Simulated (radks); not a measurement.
The numbers below are computed, except where a source is named.
Charge is removed step by step from the 5p down level of Er+, starting from [Kr] 4d10 4f12 5s2 5p(up 3, down 3) 6s1. Level of theory: scalar-relativistic Kohn-Sham, PBE, spin-polarised, spherical densities, point nucleus; open shells are filled with parallel spins first (spin-orbit coupling, left out, can overturn this in heavy ions) (a radial shooting solver on a logarithmic mesh with Libxc functionals).

removed (e) = 0: E - E(0) (eV) 0.000; eigenvalue (eV) -32.589; E minus straight line (eV) 0.000
removed (e) = 0.25: E - E(0) (eV) 8.498; eigenvalue (eV) -35.486; E minus straight line (eV) -1.118
removed (e) = 0.5: E - E(0) (eV) 17.731; eigenvalue (eV) -38.460; E minus straight line (eV) -1.502
removed (e) = 0.75: E - E(0) (eV) 27.715; eigenvalue (eV) -41.499; E minus straight line (eV) -1.135
removed (e) = 1: E - E(0) (eV) 38.466; eigenvalue (eV) -44.596; E minus straight line (eV) 0.000

Removing the whole electron costs 38.466 eV by Delta-SCF, against 32.589 eV from minus the eigenvalue at the starting occupation. Slater's transition state (half an electron removed) gives 38.460 eV. Integrating minus the eigenvalue over the occupation (Janak's theorem) gives 38.504 eV. In this scalar-relativistic scheme the density is built from large components alone, so the theorem holds only approximately. The mean slope of the eigenvalue, de/dn, is 12.0 eV per electron.
